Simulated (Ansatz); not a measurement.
Consider the redistribution: `CC(Cl)BS` + `N[SiH2][S][AlH2]` → `[AlH2][S]BS` + `CC(Cl)[SiH2]N`.

Gas-phase electronic energies from Ansatz, PBE0-D4/def2-TZVP geometries. CCSD(T)/CBS adds triple-zeta CCSD(T) − MP2 to the extrapolated MP2 energy (def2 sets, frozen cores). Functionals use def2-TZVPP. B3LYP here is the variant with VWN-RPA as its local correlation; programs differ in this. Each species was taken in one conformer, which may not be the lowest.

(1) Is it downhill or uphill in electronic energy at CCSD(T)/CBS, and by how much? (An estimate is asked.)

(2) What do these levels give: B3LYP-D4, r2SCAN, PBE0, HF/def2-TZVPP, MP2/def2-TZVPP, CCSD(T)/def2-TZVPP? (An estimate is asked.)

Largest T1 diagnostic among the species: 0.014.

## Answers

(1) Computed: Uphill: ΔE = +4.6 kcal/mol.

(2) Computed: B3LYP-D4 4.1, r2SCAN 4.9, PBE0 4.6, HF/def2-TZVPP 5.5, MP2/def2-TZVPP 4.4, CCSD(T)/def2-TZVPP 4.5 kcal/mol.

In def2-TZVPP, CCSD(T) changes the Hartree–Fock value by −1.0 kcal/mol (the triples alone add −0.2 kcal/mol) and MP2 by −1.1 kcal/mol.
